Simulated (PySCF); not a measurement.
# Ne³⁺ (neon, charge +3) across methods

[He] 2s2 2p3, high-spin 4S determinant. All numbers are calculated (PySCF 2.14, no relativity, point nucleus, in aug-cc-pVDZ). The B2PLYP total includes its PT2 part (frozen core); its orbital energies are those of the SCF part.

```csv
method,E (hartree),mean ε 2s α (eV),mean ε 2s β (eV),mean ε 2p α (eV),Σ⟨r²⟩ (bohr²),⟨S²⟩
UHF,-124.05408,-126.83,-106.87,-98.365,3.674,3.753
revPBE,-124.2344,-106.47,-98.002,-83.769,3.701,3.751
r2SCAN,-124.2367,-109.24,-98.186,-85.273,3.683,3.752
BP86,-124.2460,-106.36,-98.233,-83.765,3.693,3.751
PBE0,-124.1772,-111.70,-100.70,-87.624,3.693,3.751
TPSS,-124.2799,-107.51,-98.315,-84.185,3.693,3.751
LDA,-123.4947,-105.74,-97.720,-83.749,3.716,3.751
PBE,-124.1519,-106.40,-97.992,-83.804,3.704,3.751
B2PLYP,-124.2257,-117.20,-103.38,-91.610,3.686,3.752
```
